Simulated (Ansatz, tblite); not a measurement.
Removing and adding an electron: TiHF₃. Charge 0, multiplicity 1. Geometry: PBE-D4/def2-TZVP. Ansatz, gas phase; energy differences of separate SCF runs; the oxidised species was run as a doublet alone; the reduced species was run as a doublet alone.

Cartesian coordinates in Å:
```
Ti -0.0374 -0.0185 -0.0401
H 1.0565 0.5238 1.1346
F -1.0986 1.3451 -0.3569
F -0.8668 -1.3853 0.6879
F 0.9463 -0.4651 -1.4254
```

The xTB rows come from tblite.

| level | −HOMO (eV) | vertical IE (eV) | −LUMO (eV) | vertical EA (eV) | HOMO–LUMO gap (eV) | IE − EA (eV) | remarks |
| --- | --- | --- | --- | --- | --- | --- | --- |
| GFN1-xTB | 14.09 | 17.77 | 10.93 | 7.14 | 3.16 | 10.63 | – |
| GFN2-xTB | 13.14 | 16.77 | 9.39 | 5.51 | 3.75 | 11.26 | – |
| PBE-D4/def2-TZVP | 8.19 | 11.93 | 4.31 | – | 3.88 | – | – |
| PBE-D4/def2-TZVPD | 8.19 | – | 4.32 | 0.57 | 3.88 | – | HOMO above zero (-1 doublet) |
| r2SCAN-D4/def2-TZVP | 8.62 | 12.08 | 4.25 | – | 4.38 | – | – |
| r2SCAN-D4/def2-TZVPD | 8.60 | – | 4.23 | 0.70 | 4.38 | – | HOMO above zero (-1 doublet) |
| PBE0-D4/def2-TZVP | 9.82 | 12.29 | 3.23 | – | 6.58 | – | – |
| PBE0-D4/def2-TZVPD | 9.80 | – | 3.22 | 1.08 | 6.58 | – | HOMO above zero (-1 doublet) |

   A HOMO above zero means that the electron is unbound at that level or that self-interaction error raises the level; the energy of removing that electron tells which. Raw xTB energy differences between charge states are shifted by several eV; the methods need an empirical correction for them.
